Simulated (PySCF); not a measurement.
Identify the unknown among the candidates.

All candidates are C2H5NOSi.

- UV, first state: lowest singlet excitation: 3.16 eV (393 nm, f = 0.005) [TDDFT B3LYP/def2-SVPD]
- Polarisability: 65.4 au [B3LYP/def2-SVPD]
- UV, strongest line: among the 10 lowest singlet transitions: S4 at 5.27 eV (235 nm, f = 0.110) [TDDFT B3LYP/def2-SVPD]
- 13C NMR: chemical shifts (computed TMS as zero) by class: 235.1 (1 C), 187.0 (1 C) ppm [GIAO PBE0/pcSseg-1]
- Rotational structure: rotational constants A, B, C: 9.138, 1.958, 1.815 GHz [PBE0-D3(BJ)/def2-SVP]
- NMR, other nuclei: isotropic shieldings of nuclei other than C and H, by class: -206 (1 N), -619 (1 O), 404 (1 Si) ppm [GIAO PBE0/pcSseg-1]
- 1H NMR: chemical shifts (computed TMS as zero) by class: 13.09 (1 H), 12.05 (1 H), 9.40 (1 H), 4.31 (2 H) ppm [GIAO PBE0/pcSseg-1]

Electronic properties: PySCF, gas phase, density fitting. Levels stand in brackets. Geometry: PBE0-D3(BJ)/def2-SVP, one conformer, isolated molecule. Each NMR value is the plain mean over a class of atoms that symmetry, rotation or inversion makes alike.

Question: Which candidate is it?
A. `[H][Si]([H])(C)N=C=O`
B. `C[Si@H](O)C#N`
C. `[H]/N=C\[SiH2]C=O`

Answer: C. It is `[H]/N=C\[SiH2]C=O`. Numbering: `[H]/[N:1]=[CH:2]\[SiH2:3][CH:4]=[O:5]`. Its formula, C2H5NOSi, gives 2 degrees of unsaturation: 0 rings and 2 π bonds in the structure found. 2 carbons fall into 2 classes; from least to most shielded: carbonyl carbon [C4] (235.1 ppm), C=N carbon [C2] (187.0 ppm). Hydrogen classes from least to most shielded: 1 H on a C=N nitrogen, N1 (13.09 ppm), 1 H on a carbonyl carbon, C4 (12.05 ppm), 1 H on a C=N carbon, C2 (9.40 ppm), 2 H on an SiH2 silicon, Si3 (4.31 ppm, a mean of values up to 1.0 ppm apart in this geometry). The other shieldings belong to: -206 ppm, C=N nitrogen [N1]; -619 ppm, carbonyl oxygen [O5]; 404 ppm, SiH2 silicon [Si3]. S1 is mainly HOMO→LUMO (weight 0.83); the largest Löwdin shares of the orbital it empties are 0.37 on the carbonyl oxygen, 0.17 on the C=N nitrogen, 0.15 on the carbonyl carbon and 0.11 on the SiH2 silicon, of the orbital it fills 0.33 on the carbonyl carbon, 0.29 on the carbonyl oxygen, 0.11 on the SiH2 silicon and 0.09 on the C=N nitrogen. The optimised geometry has point group C1 and is an asymmetric top.

The others, at the same levels:
- `C[Si@H](O)C#N` fails: its computed 13C shifts are 128.2 (1 C), -2.3 (1 C) ppm, 1H shifts are 4.90 (1 H), 1.35 (1 H), 0.53 (3 H) ppm and rotational constant A is 5.934 GHz (against 9.138 GHz).
- `[H][Si]([H])(C)N=C=O` fails: its computed 13C shifts are 127.1 (1 C), -2.0 (1 C) ppm, 1H shifts are 4.86 (2 H), 0.39 (3 H) ppm and rotational constant A is 13.598 GHz (against 9.138 GHz).

Each candidate is one conformer, not necessarily the lowest. Dipoles, sizes and rotational constants follow the conformer. The torsions of the flexible species, by atom-mapped SMILES:
- `[H]/[N:1]=[CH:2]\[SiH2:3][CH:4]=[O:5]`: N1–C2–Si3–C4 -116°, C2–Si3–C4–O5 116°
- `[CH3:1][Si@H:2]([OH:3])[C:4]#[N:5]`: H–O3–Si2–C1 -178°
